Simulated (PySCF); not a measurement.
## Sn(OH)₂ + Br₂ → SnO₂ + 2 HBr

Level: PBE0 in the def2-TZVP basis family, computed in PySCF with density fitting; scalar-relativistic core potentials for atoms from Rb on, none lighter, no spin–orbit coupling; open shells unrestricted.

```
species                                                                  state and structure       E (Eh)  ZPE (kJ/mol)  H(298 K) − H(0) (kJ/mol)  S° (J/(mol K))
Sn(OH)₂  singlet, C2v, O–H 0.960 Å (×2), Sn–O 1.981 Å (×2); H–O–Sn 118.8° (×2), O–Sn–O 99.7°   -365.92212          66.8                      14.9           294.9
    Br₂                                                          singlet, D∞h, Br–Br 2.281 Å  -5147.70672           2.0                       9.7           244.8
   SnO₂                                                      singlet, D∞h, Sn–O 1.799 Å (×2)   -364.58133          12.2                      12.3           256.0
    HBr                                                           singlet, C∞v, H–Br 1.421 Å  -2574.45811          16.0                       8.7           198.5
```

**Question.** What is the electronic reaction energy?

**Answer.** At PBE0/def2-TZVP, ΔE = 344.7 kJ/mol from the differences of the total energies times 2625.5, uphill. 

**Question.** Add zero-point, thermal and entropy terms for 298.15 K and 1 bar.

**Answer.** ΔZPE = -24.6 and Δ[H(298) − H(0)] = 5.1 kJ/mol give ΔH° = 325.2 kJ/mol. ΔS° = 113.3 J/(mol K), so ΔG° = 325.2 − 298.15 × (0.1133) = 291 kJ/mol. ΔG° would change sign near 2870 K if ΔH° and ΔS° stayed fixed.

Each species is the lowest minimum found with this bonding; other isomers or fragments can lie lower.
